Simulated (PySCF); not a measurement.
# How methods differ on the excitation energy of Li

Li [He] 2s1 (2S) → Li [He] 3d1 (2D), as a difference of total energies. Computed with PySCF 2.14 in aug-cc-pVQZ-DK (6s5p4d3f2g, 80 functions), with scalar relativity by spin-free X2C-1e. The calculations carry no spin-orbit coupling.

```tsv
method	excitation energy (eV)
UHF	4.073
LDA	3.835
PBE	3.776
PBE0	3.867
r2SCAN	3.788
TPSSh	3.815
r2SCANh	3.831
LC-wPBE	4.179
```

The promoted electron is Rydberg-like, and one or two diffuse shells describe it only roughly, which tends to raise the upper state.

For comparison: 3.879 eV (measured; NIST levels, between the centres of gravity of the two terms).
